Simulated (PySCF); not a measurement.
NMR data simulated for an unnamed compound:

1H NMR (600 MHz, computed): δ 5.98 (br s, 1H), 5.70 (br s, 1H), 4.46 (m, 2H), 4.35 (s, 2H), 4.05 (m, 2H), 1.00 (m, 2H).

13C{1H} NMR (computed): δ 150.2 (C), 133.3 (CH2), 82.1 (CH2), 71.2 (CH2), 13.1 (CH2).

Calculated, not measured (PySCF 2.14.0 with density-fitted response routines): NMR shieldings at PBE0/pcSseg-1/GIAO, coordinates at the GFN2-xTB level. Gas phase, relativity neglected, rapidly exchanging positions averaged, a single conformation.

References, each an isolated molecule treated in the same way: TMS for 1H and 13C.

Question: Which of these does the molecule contain: a CH3CH2 unit, a Si–H bond, a benzene ring, a tert-butyl group, a non-aromatic C=C double bond?

Answer: 
- A CH3CH2 unit: no.
- A Si–H bond: yes (δH 4.46 (m)).
- A benzene ring: no.
- A tert-butyl group: no.
- A non-aromatic C=C double bond: yes.

The data belong to `C=C1COCC[SiH2]1`, C5H10OSi; they needn't prove each group on their own.

Carbon signals by region: 2 in the sp2 and nitrile region (100–160 ppm), 2 at 50–100 ppm, 1 below 50 ppm.

Shifts are as computed. Against solution values, carbons near 30 ppm lie about +3 ppm off and those near 130 ppm about +5 ppm. Of 1309 compounds with measured shifts, 239 miss one by over three times the rms of a fit or turn the order of signals round; such compounds aren't used in these exercises. Multiplicities follow the n + 1 count of equivalent neighbours, as no J values were calculated; m marks all less simple cases, F and P coupling included.
